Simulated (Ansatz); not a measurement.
Ansatz (an electronic-structure program) input (SVWN5/def2-TZVP):

Ansatz 0.2 input:
```yaml
crystal:
  periodic: [false, false, false]
  atoms:
    - {symbol: Mo, position_ang: [0.15350287, -0.12639144, 0.15665129]}
    - {symbol: O, position_ang: [0.68955352, 0.55478088, -1.30182440]}
    - {symbol: O, position_ang: [-1.49544359, 0.10877417, 0.47940514]}
basis:
  gaussian:
    orbitals: def2-TZVP
hamiltonian:
  xc: {name: SVWN5}
magnetization: {spin_polarized: true, initial_magnetization: 2}
relax: {f_tol: 0.003, max_steps: 100}
```

End of the output:

```
reference -5920.48330131 eV, -217.5737482753 hartree; 16, 14 occupied and 86, 88 virtual orbitals, 610 factors
relax step   5: F+E_penalty+E_count = -5920.48325283 eV  Δ(F+E_penalty+E_count) = -4.830e-7 eV  max|allowed force component| = 8.436e-6 eV/Å  Δτ_max = 0.0001 Å  (22 SCF iters, accepted)
integrals: 0.02 GiB planned
610 factors; their error is unknown
mean field: 0.28 GiB planned
mean field evaluation 96: about -5920.4869 eV, gradient 4.6e-1 eV
mean field evaluation 128: about -5920.1629 eV, gradient 1.1e0 eV
mean field -5920.48325283 eV, -217.5737464939 hartree, gradient 3.8e-5 eV, S^2 2.009572; 8 other end points of the search recorded, 0 dependent functions left out
the calculation of the forces begins
reference -5920.48330131 eV, -217.5737482753 hartree; 16, 14 occupied and 86, 88 virtual orbitals, 610 factors
Total energy: -5920.48330131 eV, -217.5737482753 hartree
Atom 0 at     0.162800    -0.134047     0.166139 Å, force    -0.000001     0.000001    -0.000001 eV/Å
Atom 1 at     0.664819     0.554508    -1.290194 Å, force    -0.000008    -0.000002     0.000007 eV/Å
Atom 2 at    -1.480006     0.116702     0.458287 Å, force     0.000008     0.000001    -0.000006 eV/Å
Dipole moment:     0.492141    -0.405220     0.502235 e Å
```

The spin state was set by rule; other spins were not relaxed.
